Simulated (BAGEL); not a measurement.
**How the cost of HF grows with the basis: C6H7N (4-methylpyridine)**

C6H7N has 14 atoms, charge 0, and is taken as a singlet. As SMILES, `Cc1ccncc1`. The shape is that of a PBE0-D4/def2-TZVP optimisation.

HF (density fitting with qzvpp-jkfit), energy, BAGEL 1.2.2, on 1 thread of Intel Xeon at 2.30GHz, shared host. N is the number of basis functions, t the processor time.

| basis | N | t (s) | ln N | ln t |
| --- | --- | --- | --- | --- |
| 6-31G(d,p) | 133 | 3.1 | 4.890 | 1.131 |
| 6-311G(d,p) | 168 | 4.3 | 5.124 | 1.459 |
| 6-311++G(d,p) | 203 | 5.9 | 5.313 | 1.775 |
| 6-311++G(2d,2p) | 259 | 8.2 | 5.557 | 2.104 |
| 6-311++G(3df,3pd) | 399 | ? | 5.989 | ? |

**Question.** Fit t = C·Nᵖ to the known rows and estimate the time in 6-311++G(3df,3pd).

**Answer.** 
1. Means of the 4 rows: ln N = 5.22100, ln t = 1.6173.
2. Σ(Δln N)² = 0.24033, Σ(Δln N·Δln t) = 0.35436, so the slope is 0.35436/0.24033 = 1.4745.
3. Intercept: 1.6173 − (1.4745) × 5.22100 = -6.0811. The largest residual of the fit is 0.022.
4. ln t = -6.0811 + 1.4745 × 5.989, so t ≈ 16 s.

The run took 15 s, so the estimate is too long by a factor of about 1.1. The fitted power is 1.5, with the electron count fixed. So low a power shows that fixed costs still weigh.
